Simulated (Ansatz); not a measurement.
Cost and result for the atomization energy of C2H8AlNSi (`C[N]1[AlH][CH]1[SiH3]`) (13 atoms, 13 bonds).

Cartesian coordinates in Å:
```
C -1.4547 0.5276 1.0552
N -0.9212 0.3868 -0.2573
Al -0.5202 0.5216 -1.9234
C 0.0944 -0.6969 -0.5637
Si 1.7951 -0.5427 0.1686
H -1.9798 -0.3819 1.3802
H -0.6712 0.7325 1.7980
H -2.1676 1.3554 1.0822
H -0.7686 1.2695 -3.2803
H -0.3184 -1.7138 -0.5269
H 1.8834 -0.7454 1.6468
H 2.7052 -1.5388 -0.4648
H 2.3237 0.8260 -0.1147
```

Total charge 0; spin multiplicity 1. The geometry is a stationary point of PBE0-D4/def2-TZVP. Program: Ansatz. All runs use 4 threads of a server CPU on a shared host. Times are those of one run each, without the atoms' runs, and a repeat can differ threefold. Electronic energies, without spin–orbit coupling; frozen cores. CCSD(T)/CBS adds CCSD(T) − MP2 in def2-TZVPP to the MP2 limit, and its time is that of the two runs behind it. T1 = 0.015.

CCSD(T)/CBS is a level of theory with its own doubt, some kJ/mol a heavy atom from the limit and from the frozen cores, so smaller differences don't rank the functionals.

```tsv
level	functions	wall time
revPBE-D4/def2-TZVPP	289	3.2 s
PBE-D4/def2-TZVPP (with forces)	289	3.9 s
PBE0-D4/def2-TZVPP	289	5 s
CAM-B3LYP-D4/def2-TZVPP	289	6 s
CCSD(T)/def2-SVP	118	7.5 s
r2SCAN-D4/def2-TZVPP (with forces)	289	8 s
B2PLYP/def2-TZVPP	289	9 s
PBE-QIDH/def2-TZVPP	289	9 s
r2SCANh-D4/def2-TZVPP	289	9 s
ωB97X-V/def2-TZVPP	289	13 s
MP2/def2-QZVPP	551	37 s
CCSD(T)/def2-TZVPP	289	4.4 min
CCSD(T)/CBS(def2)	–	5 min
```

What atomization energy does each give, and how far from CCSD(T)/CBS? (Best estimate.)

Computed: 
```csv
level,atomization (kcal/mol),difference from CCSD(T)/CBS,per bond
revPBE-D4/def2-TZVPP,1033.3,-7.5,-0.6
PBE-D4/def2-TZVPP (with forces),1055.3,14.5,1.1
PBE0-D4/def2-TZVPP,1040.2,-0.6,0.0
CAM-B3LYP-D4/def2-TZVPP,1046.1,5.3,0.4
CCSD(T)/def2-SVP,980.6,-60.2,-4.6
r2SCAN-D4/def2-TZVPP (with forces),1042.2,1.4,0.1
B2PLYP/def2-TZVPP,1028.5,-12.3,-0.9
PBE-QIDH/def2-TZVPP,1032.1,-8.7,-0.7
r2SCANh-D4/def2-TZVPP,1036.5,-4.3,-0.3
ωB97X-V/def2-TZVPP,1047.1,6.3,0.5
MP2/def2-QZVPP,1039.0,-1.8,-0.1
CCSD(T)/def2-TZVPP,1012.0,-28.8,-2.2
CCSD(T)/CBS(def2),1040.8,0.0,0.0
```

From BLYP to BHLYP (50 % exact exchange), in def2-TZVPP and without D4, the atomization energy moves by −15.9 kcal/mol: exact exchange takes away binding that semilocal exchange gives to molecules. At CCSD(T), def2-SVP lies −60.2 kcal/mol from the extrapolated value and def2-TZVPP −28.8 kcal/mol: correlation converges slowly with the basis, and small sets miss more of it in the bonded molecule than in its fragments. The D4 term adds +11.4 kcal/mol with B3LYP and +6.0 kcal/mol with PBE0; it sums over pairs of atoms, weighted by their polarisabilities, and B3LYP, whose exchange is more repulsive, gets the larger term.

B3LYP here is the variant with VWN-RPA as its local correlation; programs differ in this.
